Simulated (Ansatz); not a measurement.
Consider the redistribution: `BS[SiH3]` + `C[SiH2][SnH2][F]` → `BS[SiH2][SiH2]C` + `[F][SnH3]`.

Calculated with Ansatz (gas phase, PBE0-D4/def2-TZVP geometries, no zero-point term in ΔE). CCSD(T)/CBS adds triple-zeta CCSD(T) − MP2 to the extrapolated MP2 energy (def2 sets, frozen cores). Functionals use def2-TZVPP. def2 core potentials past Kr. For Sn outer-core shells are correlated without core-valence functions, which leaves a few kJ/mol of doubt a bond. One conformer a species, not always the lowest.

```
             level  ΔE (kcal/mol)
           ωB97X-V            5.5
CCSD(T)/def2-TZVPP            5.5
      HF/CBS(def2)            7.5
     MP2/CBS(def2)            7.9
```

Task: What does CCSD(T)/CBS give? (Estimate.)

Result: Computed: +6.8 kcal/mol. The listed levels differ from it by -1.3, -1.3, 0.7, 1.1 kcal/mol.

Largest T1 diagnostic among the species: 0.014.

The D4 term adds −1.4 kcal/mol with B3LYP and −0.9 kcal/mol with PBE0; it sums over pairs of atoms, weighted by their polarisabilities, and B3LYP, whose exchange is more repulsive, gets the larger term. In def2-TZVPP, CCSD(T) changes the Hartree–Fock value by −1.9 kcal/mol (the triples alone add −0.4 kcal/mol) and MP2 by −0.8 kcal/mol.

B3LYP here is the variant with VWN-RPA as its local correlation; programs differ in this.
